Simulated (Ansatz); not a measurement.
`BC[SiH2][NH][AlH2]` and `BC[SiH2]S[SiH3]` differ in one atom or group.

Ansatz, PBE0-D4/def2-TZVP geometries, multiplicity 1. Each molecule was computed in one conformer, which needn't be the lowest.

| property | `BC[SiH2][NH][AlH2]` |
| --- | --- |
| size of the dipole moment (ωB97M-V/def2-TZVPP) / D | 1.70 |
| size of the dipole moment (PBE/def2-TZVPP) / D | 1.76 |
| HOMO–LUMO gap (ωB97M-V/def2-TZVPP) / eV | 10.52 |
| LUMO energy (B3LYP/def2-TZVPP) / eV | -1.51 |
| HOMO energy (PBE0/def2-TZVPP) / eV | -7.76 |
| HOMO energy (PBE/def2-TZVPP) / eV | -6.54 |

(1) Give the same properties after the change, and the shifts. (An estimate is asked.)

Answers

(1) The calculation gave: 
```csv
property,`BC[SiH2]S[SiH3]`,shift
size of the dipole moment (ωB97M-V/def2-TZVPP) / D,1.57,-0.13
size of the dipole moment (PBE/def2-TZVPP) / D,1.53,-0.23
HOMO–LUMO gap (ωB97M-V/def2-TZVPP) / eV,10.34,-0.18
LUMO energy (B3LYP/def2-TZVPP) / eV,-1.29,0.22
HOMO energy (PBE0/def2-TZVPP) / eV,-7.47,0.29
HOMO energy (PBE/def2-TZVPP) / eV,-6.34,0.20
```

With PBE0 the HOMO rises by 0.29 eV and the LUMO rises by 0.19 eV, so the gap narrows by about 0.10 eV. PBE moves the HOMO by 0.20 eV and ωB97M-V by 0.43 eV. Dipoles are sizes alone; their direction can turn.

B3LYP here is the variant with VWN-RPA as its local correlation; programs differ in this.
